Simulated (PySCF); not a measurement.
propyne (C3H4), singlet, geometry from GFN2-xTB; PySCF with CASSCF(10,8)/cc-pVDZ.

Here is a job for PySCF.
```python
from pyscf import gto, scf, mcscf
import numpy

mol = gto.Mole()
mol.atom = '''
    C     0.00251601   -0.00427449    0.21384286
    C    -0.01028846   -0.01351722    1.40987627
    C     0.00901665    0.01179166   -1.23156806
    H    -0.03481017   -0.01436157    2.45813969
    H    -0.01568984    1.04063331   -1.59024389
    H     0.90833899   -0.47377787   -1.60942938
    H    -0.86530420   -0.51649354   -1.61137288
'''
mol.basis = 'cc-pvdz'
mol.verbose = 4
mol.build()

mf = scf.RHF(mol)
mf.kernel()
mc = mcscf.CASSCF(mf, 8, 10)
mc.fix_spin_(ss=0.0)
mc.kernel()
occ = numpy.linalg.eigvalsh(mc.fcisolver.make_rdm1(mc.ci, mc.ncas, mc.nelecas))[::-1]
ss = mc.fcisolver.spin_square(mc.ci, mc.ncas, mc.nelecas)[0]
print('natural occupations', occ.round(4), ' <S^2>', round(ss, 4))
```

Task: What does PySCF print? Leave out banner, timings and long lists.

Result: 
```
PySCF version 2.14.0

[INPUT] verbose = 4
[INPUT] num. atoms = 7
[INPUT] num. electrons = 22
[INPUT] charge = 0
[INPUT] spin (= nelec alpha-beta = 2S) = 0
[INPUT] symmetry False subgroup None
[INPUT] Mole.unit = angstrom
[INPUT] Symbol           X                Y                Z      unit          X                Y                Z       unit  Magmom
[...]
nuclear repulsion = 59.192213232051
number of shells = 27
number of NR pGTOs = 106
number of NR cGTOs = 62
basis = cc-pvdz
ecp = {}

******** <class 'pyscf.scf.hf.RHF'> ********
method = RHF
initial guess = minao
damping factor = 0
level_shift factor = 0
DIIS = <class 'pyscf.scf.diis.CDIIS'>
diis_start_cycle = 1
diis_space = 8
diis_damp = 0
SCF conv_tol = 1e-09
SCF conv_tol_grad = None
SCF max_cycles = 50
direct_scf = True
direct_scf_tol = 1e-13
Set gradient conv threshold to 3.16228e-05
Initial guess from minao.
init E= -116.361511372028
[...]
cycle= 1 E= -115.839129737292  delta_E= 0.522  |g|=  0.3  |ddm|= 2.51
[...]
cycle= 2 E= -115.870180462522  delta_E= -0.0311  |g|= 0.109  |ddm|= 0.446
[...]
cycle= 3 E= -115.873103969017  delta_E= -0.00292  |g|= 0.0538  |ddm|= 0.158
[...]
cycle= 4 E= -115.873916135671  delta_E= -0.000812  |g|= 0.0126  |ddm|= 0.073
[...]
cycle= 5 E= -115.873955193979  delta_E= -3.91e-05  |g|= 0.00164  |ddm|= 0.0113
[...]
cycle= 6 E= -115.873956651363  delta_E= -1.46e-06  |g|= 0.000323  |ddm|= 0.0044
[...]
cycle= 7 E= -115.873956713936  delta_E= -6.26e-08  |g|= 6.68e-05  |ddm|= 0.000959
[...]
cycle= 8 E= -115.873956716072  delta_E= -2.14e-09  |g|= 1.56e-05  |ddm|= 0.000176
[...]
cycle= 9 E= -115.873956716191  delta_E= -1.19e-10  |g|= 3.29e-06  |ddm|= 3.41e-05
[...]
Extra cycle  E= -115.873956716198  delta_E= -7.25e-12  |g|= 1.38e-06  |ddm|= 6.54e-06
converged SCF energy = -115.873956716198

******** <class 'pyscf.mcscf.mc1step.CASSCF'> ********
CAS (5e+5e, 8o), ncore = 6, nvir = 48
max_cycle_macro = 50
max_cycle_micro = 4
conv_tol = 1e-07
conv_tol_grad = None
orbital rotation max_stepsize = 0.02
orbital rotation threshold for CI restart = 0.01
augmented hessian ah_max_cycle = 30
augmented hessian ah_conv_tol = 1e-12
augmented hessian ah_linear dependence = 1e-14
augmented hessian ah_level shift = 1e-08
augmented hessian ah_start_tol = 2.5
augmented hessian ah_start_cycle = 3
augmented hessian ah_grad_trust_region = 3
kf_trust_region = 3
kf_interval = 4
ci_response_space = 4
ci_grad_trust_region = 3
with_dep4 0
natorb = False
canonicalization = True
sorting_mo_energy = False
[...]
CASCI E = -115.895352358034  S^2 = 0.0000000
[...]
               |grad[o]|=0.00118  |grad[c]|=0.000946  |ddm|=8.04e-05  |maxRot[o]|=0.00344
macro iter  41 ( 21 JK    4 micro), CASSCF E = -115.957409628565  dE =  4.31213465e-08  S^2 = 0.0000000
               |grad[o]|=0.00107  |grad[c]|=0.00143  |ddm|=0.000124  |maxRot[o]|=0.000729
macro iter  42 ( 21 JK    4 micro), CASSCF E = -115.957427647335  dE = -1.80187697e-05  S^2 = 0.0000000
               |grad[o]|=0.00105  |grad[c]|=0.000414  |ddm|=3.71e-05  |maxRot[o]|=0.0326
macro iter  43 ( 21 JK    4 micro), CASSCF E = -115.957427701408  dE = -5.40730412e-08  S^2 = 0.0000000
               |grad[o]|=0.000832  |grad[c]|=0.000925  |ddm|=9.36e-05  |maxRot[o]|=0.00493
macro iter  44 ( 25 JK    4 micro), CASSCF E = -115.957442245871  dE = -1.45444629e-05  S^2 = 0.0000000
               |grad[o]|=0.000825  |grad[c]|=0.000334  |ddm|=5.06e-05  |maxRot[o]|=0.0271
macro iter  45 ( 21 JK    4 micro), CASSCF E = -115.957442207548  dE =  3.83225256e-08  S^2 = 0.0000000
               |grad[o]|=0.000797  |grad[c]|=0.000707  |ddm|=7.53e-05  |maxRot[o]|=0.0032
macro iter  46 ( 25 JK    4 micro), CASSCF E = -115.957454318198  dE = -1.21106497e-05  S^2 = 0.0000000
               |grad[o]|=0.000745  |grad[c]|=0.000261  |ddm|=3.97e-05  |maxRot[o]|=0.0221
macro iter  47 ( 21 JK    4 micro), CASSCF E = -115.957454173610  dE =  1.44587787e-07  S^2 = 0.0000000
               |grad[o]|=0.000724  |grad[c]|=0.000615  |ddm|=6.55e-05  |maxRot[o]|=0.00305
macro iter  48 ( 25 JK    4 micro), CASSCF E = -115.957465286847  dE = -1.11132374e-05  S^2 = 0.0000000
               |grad[o]|=0.000678  |grad[c]|=0.000223  |ddm|=3.29e-05  |maxRot[o]|=0.0199
macro iter  49 ( 21 JK    4 micro), CASSCF E = -115.957465071701  dE =  2.15146827e-07  S^2 = 0.0000000
               |grad[o]|=0.000663  |grad[c]|=0.000568  |ddm|=6.18e-05  |maxRot[o]|=0.00276
macro iter  50 ( 25 JK    4 micro), CASSCF E = -115.957475798441  dE = -1.07267401e-05  S^2 = 0.0000000
               |grad[o]|=0.000623  |grad[c]|=0.000199  |ddm|=2.95e-05  |maxRot[o]|=0.0189
1-step CASSCF not converged,  50 macro (1066 JK 200 micro) steps
CASSCF canonicalization
Density matrix diagonal elements [1.99733083 1.98203461 1.99664296 1.94441208 1.94625742 0.017522
 0.05808676 0.05771334]
CASSCF energy = -115.957475798441
CASCI E = -115.957475798441  E(CI) = -21.4796182068138  S^2 = 0.0000000
natural occupations [1.9998 1.9986 1.9826 1.9431 1.9428 0.0581 0.0577 0.0174]  <S^2> 0.0
```

Convergence was not reached.
